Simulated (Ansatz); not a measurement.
System: sum formula SiBr3Cl, charge 0, multiplicity 1. 
Coordinates optimised at B3LYP-D3(BJ)/def2-TZVP (Ansatz, a first-principles code):
```xyz
5

Cl     0.0578    -0.1187     2.3412
Si     0.0076    -0.0155     0.3060
Br    -1.1990    -1.6888    -0.4772
Br     2.0651    -0.1502    -0.4798
Br    -0.8972     1.9028    -0.3026
```
Charge 0, spin multiplicity 1.

Basis-set convergence of Hartree-Fock and CCSD correlation energies (hartree) with Ansatz. Cores are frozen in the correlated levels unless marked. Spin-orbit coupling is left out. The frozen core is the preceding noble-gas configuration, with the filled d and f shells of earlier blocks. No relativistic terms.

```
basis       functions        E(HF)  E(corr, CCSD)
----------  ---------  -----------  -------------
def2-SVP          132  -8464.69256       -0.61902
def2-TZVPP        228   (withheld)     (withheld)
```

**Question.** Fill in the missing entries.

**Answer.** 
- def2-TZVPP, E(HF): -8465.90705
- def2-TZVPP, E(corr, CCSD): -0.83361
